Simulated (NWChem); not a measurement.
System: C$_{5}$H$_{4}$O; SMILES C1=CC(C=C1)=O

Here is an NWChem input.

```
start job
memory heap 200 mb stack 900 mb global 1100 mb
geometry units angstroms noautosym nocenter noautoz
  O      0.000000     0.000000    -2.026475
  C      0.000000     0.000000    -0.821756
  C      0.000000     1.202431     0.085253
  C      0.000000     0.747869     1.346491
  C      0.000000    -0.747869     1.346491
  C      0.000000    -1.202431     0.085253
  H      0.000000     2.230186    -0.274447
  H      0.000000     1.349135     2.257182
  H      0.000000    -1.349135     2.257182
  H      0.000000    -2.230186    -0.274447
end
basis spherical
  * library def2-svp
end
dft
  xc pbe0
  iterations 150
end
cosmo
  do_cosmo_smd true
  solvent water
end
task dft energy
```

Output (shortened):

```
             Northwest Computational Chemistry Package (NWChem) 7.3.0
             --------------------------------------------------------

                             Geometry "geometry" -> ""
                             -------------------------

 Output coordinates in angstroms (scale by  1.889725989 to convert to a.u.)

  No.       Tag          Charge          X              Y              Z
 ---- ---------------- ---------- -------------- -------------- --------------
    1 O                    8.0000     0.00000000     0.00000000    -2.02647500
    2 C                    6.0000     0.00000000     0.00000000    -0.82175600
    3 C                    6.0000     0.00000000     1.20243100     0.08525300
    4 C                    6.0000     0.00000000     0.74786900     1.34649100
    5 C                    6.0000     0.00000000    -0.74786900     1.34649100
    6 C                    6.0000     0.00000000    -1.20243100     0.08525300
    7 H                    1.0000     0.00000000     2.23018600    -0.27444700
    8 H                    1.0000     0.00000000     1.34913500     2.25718200
    9 H                    1.0000     0.00000000    -1.34913500     2.25718200
   10 H                    1.0000     0.00000000    -2.23018600    -0.27444700

 Effective nuclear repulsion energy (a.u.)     200.4043034395

                                 NWChem DFT Module
                                 -----------------

 Summary of "ao basis" -> "ao basis" (spherical)
 ------------------------------------------------------------------------------
       Tag                 Description            Shells   Functions and Types
 ---------------- ------------------------------  ------  ---------------------
 O                          def2-svp                 6       14   3s2p1d
 C                          def2-svp                 6       14   3s2p1d
 H                          def2-svp                 3        5   2s1p

 in cosmo_initialize ...
 calling solv_data for solv:h2o

 solvent parameters
 solvname_short: h2o
 solvname_long:  water
 dielec:       78.4000
 dielecinf:     1.7769
 aqueous SMD model solvent descriptors
 dielec:       78.4000
 sola:          0.8200

          ---------------
          -cosmo- solvent
          ---------------
 Cosmo: York-Karplus, doi: 10.1021/jp992097l
 dielectric constant -eps-     =  78.40
 screen = (eps-1)/(eps    )    =   0.98724
 surface charge correction     = lagrangian

   van der Waals surface
 --------------------------

 ---------- ATOMIC COORDINATES (A.U.) ------------ VDWR(ANG.) --
     1    0.00000000    0.00000000   -3.82948247     1.520
     2    0.00000000    0.00000000   -1.55289367     1.850
     3    0.00000000    2.27226511    0.16110481     1.850
     4    0.00000000    1.41326749    2.54449904     1.850
     5    0.00000000   -1.41326749    2.54449904     1.850
     6    0.00000000   -2.27226511    0.16110481     1.850
     7    0.00000000    4.21444044   -0.51862963     1.200
     8    0.00000000    2.54949547    4.26545549     1.200
     9    0.00000000   -2.54949547    4.26545549     1.200
    10    0.00000000   -4.21444044   -0.51862963     1.200
 number of segments per atom =        128
 number of   points per atom =        128
 atom (   nspa,  nppa )
 ----------------------
    1 (     80,     0 )       0
    2 (     40,     0 )       0
    3 (     52,     0 )       0
    4 (     50,     0 )       0
    5 (     50,     0 )       0
    6 (     52,     0 )       0
    7 (     54,     0 )       0
    8 (     56,     0 )       0
    9 (     56,     0 )       0
   10 (     54,     0 )       0
 number of -cosmo- surface points =      544
 molecular surface =    109.340 angstrom**2
 molecular volume  =     89.031 angstrom**3
 -lineq- algorithm             =   0
 -bem- low  level              =   3
 -bem- from -octahedral-
 gaussian surface charge width =   4.50000
 degree of switching           =   1.00000
 switching function tolerance  =   0.00010
 atomic radii =
 --------------
    1  8.000  1.520
    2  6.000  1.850
    3  6.000  1.850
    4  6.000  1.850
    5  6.000  1.850
    6  6.000  1.850
    7  1.000  1.200
    8  1.000  1.200
    9  1.000  1.200
   10  1.000  1.200
 ...... end of -cosmo- initialization ......

 nat:                    10
 ixmem:                  5529
 calling mnsol_interface()
 G(SMD-CDS) energy (kcal/mol)  =     3.558
 SMD-CDS SASA (angstrom**2)    =   135.993

            General Information
            -------------------
          SCF calculation type: DFT
          Wavefunction type:  closed shell.
          No. of atoms     :    10
          No. of electrons :    42
           Alpha electrons :    21
            Beta electrons :    21
          Charge           :     0
          Spin multiplicity:     1
          Use of symmetry is: off; symmetry adaption is: off
          Maximum number of iterations: 150
          AO basis - number of functions:   104
                     number of shells:    48
          Convergence on energy requested:  1.00D-06
          Convergence on density requested:  1.00D-05
          Convergence on gradient requested:  5.00D-04

              XC Information
              --------------
                         PBE0 Method XC Functional
                     Hartree-Fock (Exact) Exchange  0.250
          PerdewBurkeErnzerhof Exchange Functional  0.750
            Perdew 1991 LDA Correlation Functional  1.000 local
           PerdewBurkeErnz. Correlation Functional  1.000 non-local

             Grid Information
             ----------------
          Grid used for XC integration:  medium
          Radial quadrature: Mura-Knowles
          Angular quadrature: Lebedev.
          Tag              B.-S. Rad. Rad. Pts. Rad. Cut. Ang. Pts.
          ---              ---------- --------- --------- ---------
          O                   0.60       49          11.0       434
          C                   0.70       49          10.0       434
          H                   0.35       45          11.0       434
          Grid pruning is: on
          Number of quadrature shells:   474
          Spatial weights used:  Erf1

      Superposition of Atomic Density Guess
      -------------------------------------

 Sum of atomic energies:        -264.81232256

      Non-variational initial energy
      ------------------------------

 Total energy =    -268.508724
 1-e energy   =    -754.407131
 2-e energy   =     285.494103
 HOMO         =      -0.264644
 LUMO         =      -0.135096

   convergence    iter        energy       DeltaE   RMS-Dens  Diis-err
 ---------------- ----- ----------------- --------- --------- ---------
     COSMO gas phase
 d= 0,ls=0.0,diis     1   -267.4859482120 -4.68D+02  2.33D-02  8.84D-01
 d= 0,ls=0.0,diis     2   -267.2402270108  2.46D-01  1.71D-02  3.41D+00
 d= 0,ls=0.0,diis     3   -267.5948776395 -3.55D-01  2.12D-03  4.07D-02
 d= 0,ls=0.0,diis     4   -267.5981609849 -3.28D-03  9.65D-04  9.35D-03
 d= 0,ls=0.0,diis     5   -267.5992046433 -1.04D-03  2.86D-04  1.07D-03
  Resetting Diis
 d= 0,ls=0.0,diis     6   -267.5993399300 -1.35D-04  7.54D-05  1.49D-04
 d= 0,ls=0.0,diis     7   -267.5993585673 -1.86D-05  5.17D-05  3.36D-06
 d= 0,ls=0.0,diis     8   -267.5993575005  1.07D-06  2.86D-05  1.35D-05
 d= 0,ls=0.0,diis     9   -267.5993589603 -1.46D-06  2.67D-06  1.15D-07
 d= 0,ls=0.0,diis    10   -267.5993589709 -1.06D-08  1.07D-06  1.06D-08

   convergence    iter        energy       DeltaE   RMS-Dens  Diis-err
 ---------------- ----- ----------------- --------- --------- ---------
     COSMO solvation phase
 d= 0,ls=0.0,diis     1   -267.6019874117 -2.63D-03  2.83D-03  5.04D-03
 d= 0,ls=0.0,diis     2   -267.6029929757 -1.01D-03  7.27D-04  9.54D-03
 d= 0,ls=0.0,diis     3   -267.6038825285 -8.90D-04  2.31D-04  1.33D-04
 d= 0,ls=0.0,diis     4   -267.6038996461 -1.71D-05  7.73D-05  8.12D-05
 d= 0,ls=0.0,diis     5   -267.6039082848 -8.64D-06  2.40D-05  7.89D-06
 d= 0,ls=0.0,diis     6   -267.6039091130 -8.28D-07  9.36D-06  1.39D-06

         Total DFT energy =     -267.603909113014
      One electron energy =     -759.071889669351
           Coulomb energy =      327.603635276423
    Exchange-Corr. energy =      -36.804331293947
 Nuclear repulsion energy =      200.404303439535

             COSMO energy =        0.264373134326

 Numeric. integr. density =       41.999969855822

                                COSMO-SMD solvation results
                                ---------------------------

             internal energy in gas <Psi(g)|H|Psi(g)> =      -267.599358970915
         internal energy in solvent <Psi(s)|H|Psi(s)> =      -267.596745784416
                               delta internal energy  =         0.002613186499 (    1.64 kcal/mol)
   total free energy in solvent <Psi(s)|H+V/2|Psi(s)> =      -267.609578803171
 polarization energy contribution <Psi(s)|V/2|Psi(s)> =        -0.012833018755 (   -8.05 kcal/mol)
    total free energy in solvent including G(SMD-CDS) =      -267.603909113014
                       G(SMD-CDS) energy contribution =         0.005669690157 (    3.56 kcal/mol)
     1 M fixed-concentration free energy of solvation =        -0.004550142099 (   -2.86 kcal/mol)

                       DFT Final Molecular Orbital Analysis
                       ------------------------------------

 Vector   19  Occ=2.000000D+00  E=-3.555517D-01
              MO Center=  3.8D-11,  7.4D-11,  1.7D-01, r^2= 3.4D+00
   Bfn.  Coefficient  Atom+Function         Bfn.  Coefficient  Atom+Function
  ----- ------------  ---------------      ----- ------------  ---------------
     4      0.326920   1 O  px               46     -0.285731   4 C  px
    60     -0.285731   5 C  px                7      0.236252   1 O  px
    32     -0.189849   3 C  px               74     -0.189849   6 C  px
    49     -0.174637   4 C  px               63     -0.174637   5 C  px
    35     -0.119839   3 C  px               77     -0.119839   6 C  px

 Vector   20  Occ=2.000000D+00  E=-2.883540D-01
              MO Center=  1.2D-10,  2.8D-10, -1.2D+00, r^2= 2.4D+00
   Bfn.  Coefficient  Atom+Function         Bfn.  Coefficient  Atom+Function
  ----- ------------  ---------------      ----- ------------  ---------------
     5      0.529571   1 O  py                8      0.405329   1 O  py
    31     -0.232923   3 C  s                73      0.232923   6 C  s
    34      0.197055   3 C  pz               76     -0.197055   6 C  pz
    19     -0.189845   2 C  py               33      0.168456   3 C  py
    75      0.168456   6 C  py               36      0.132750   3 C  py

 Vector   21  Occ=2.000000D+00  E=-2.614594D-01
              MO Center= -7.9D-10, -1.6D-10,  5.1D-01, r^2= 2.6D+00
   Bfn.  Coefficient  Atom+Function         Bfn.  Coefficient  Atom+Function
  ----- ------------  ---------------      ----- ------------  ---------------
    32      0.349185   3 C  px               74     -0.349185   6 C  px
    35      0.264461   3 C  px               77     -0.264461   6 C  px
    46      0.254991   4 C  px               60     -0.254991   5 C  px
    49      0.185941   4 C  px               63     -0.185941   5 C  px

 Vector   22  Occ=0.000000D+00  E=-1.077574D-01
              MO Center= -2.0D-10, -1.4D-10, -6.1D-02, r^2= 3.2D+00
   Bfn.  Coefficient  Atom+Function         Bfn.  Coefficient  Atom+Function
  ----- ------------  ---------------      ----- ------------  ---------------
     4      0.324314   1 O  px                7      0.305086   1 O  px
    18     -0.300220   2 C  px               49      0.263174   4 C  px
    63      0.263174   5 C  px               46      0.258451   4 C  px
    60      0.258451   5 C  px               35     -0.235677   3 C  px
    77     -0.235677   6 C  px               21     -0.223375   2 C  px

 Vector   23  Occ=0.000000D+00  E= 5.843365D-02
              MO Center=  8.7D-11, -4.2D-10,  9.0D-01, r^2= 3.0D+00
   Bfn.  Coefficient  Atom+Function         Bfn.  Coefficient  Atom+Function
  ----- ------------  ---------------      ----- ------------  ---------------
    49      0.664861   4 C  px               63     -0.664861   5 C  px
    35     -0.472472   3 C  px               77      0.472472   6 C  px
    46      0.384866   4 C  px               60     -0.384866   5 C  px
    32     -0.253764   3 C  px               74      0.253764   6 C  px
    24     -0.029708   2 C  d -2             41     -0.025285   3 C  d  1

 Vector   24  Occ=0.000000D+00  E= 8.180085D-02
              MO Center=  2.5D-10,  5.2D-10, -4.0D-01, r^2= 2.8D+00
   Bfn.  Coefficient  Atom+Function         Bfn.  Coefficient  Atom+Function
  ----- ------------  ---------------      ----- ------------  ---------------
    21      0.696435   2 C  px               18      0.523300   2 C  px
    35     -0.523726   3 C  px               77     -0.523726   6 C  px
     7     -0.359140   1 O  px               32     -0.297457   3 C  px
    74     -0.297457   6 C  px                4     -0.268372   1 O  px
    49      0.231196   4 C  px               63      0.231196   5 C  px

     Multipole analysis of the density
     ---------------------------------

     L   x y z        total         alpha         beta         nuclear
     -   - - -        -----         -----         ----         -------
     0   0 0 0     -0.000000    -21.000000    -21.000000     42.000000

     1   1 0 0      0.000000      0.000000      0.000000      0.000000
     1   0 1 0      0.000000      0.000000      0.000000      0.000000
     1   0 0 1      1.684170      0.838247      0.838247      0.007676

     2   2 0 0    -26.620130    -13.310065    -13.310065      0.000000
     2   1 1 0      0.000000      0.000000      0.000000      0.000000
     2   1 0 1      0.000000      0.000000      0.000000      0.000000
     2   0 2 0    -21.886262    -78.167649    -78.167649    134.449035
     2   0 1 1      0.000000      0.000000      0.000000      0.000000
     2   0 0 2    -27.114647   -136.917172   -136.917172    246.719696
```

Level: PBE0/def2-SVP, SMD on the gas-phase geometry. Structure relaxed at the PBE0/def2-SVP level. Solvent: water.
